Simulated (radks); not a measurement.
Results of a calculation; reference values are marked as such.
Species: a nucleus of charge 8.5 with 7 electrons. Configuration: [He] 2s2 2p3. Code: a radial shooting solver on a logarithmic mesh with Libxc functionals. Model: scalar-relativistic Kohn-Sham, BLYP, spin-polarised, spherical densities, finite nucleus; open shells are filled with parallel spins first; Fermi nuclear charge, rms radius 2.8976 fm.

Normalised radial functions P(r) = r R(r), r in bohr:

```
   r/bohr * 1s down, o 2s down (the largest magnitude, 2.08, reaches the edge; | marks zero, & curves that meet)
   0.0109                             | o   *
  0.01489                             | o     *
  0.02034                             |  o       *
  0.02757                             |  o          *
  0.03766                             |   o            *
  0.05145                             |    o               *
  0.06973                             |     o                 *
  0.09526                             |     o                   *
   0.1301                             |    o                     *
   0.1764                             |   o                    *
    0.241                             |o                  *
   0.3292                         o   |             *
   0.4461                     o       |      *
   0.6095                 o           |  *
   0.8327                o            |*
    1.128                  o          *
    1.542                      o      *
    2.106                         o   *
    2.854                            o*
      3.9                             &
```

1s down: eigenvalue -616.76 eV, 0 radial nodes, <r> = 0.187 bohr, 90 % of the charge inside 0.334 bohr. 2s down: eigenvalue -48.825 eV, 1 radial node at r = 0.257 bohr, <r> = 1.02 bohr, 90 % of the charge inside 1.62 bohr.
